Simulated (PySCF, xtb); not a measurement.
B3H5N3, SMILES B1NB[N]BN1, multiplicity 2.

Harmonic wavenumbers (cm⁻¹) from xtb with GFN2-xTB at its own minimum, in rising order: 267, 286, 392, 443, 507, 598, 626, 746, 760, 766, 774, 892, 897, 957, 965, 1063, 1066, 1174, 1258, 1299, 1307, 1474, 2573, 2591, 2596, 3447, 3448.

What does PySCF with PBE-D3(BJ)/def2-SVP give at its own minimum? (Estimate from the structure and the level; the computed values follow.)

206, 297, 377, 470, 510, 608, 645, 806, 836, 851, 871, 878, 898, 922, 982, 1016, 1104, 1230, 1263, 1295, 1359, 1449, 2544, 2545, 2552, 3540, 3542. Paired by order, the mean absolute difference is 39 cm⁻¹ and the zero-point energies are 47.4 and 48.0 kcal/mol.
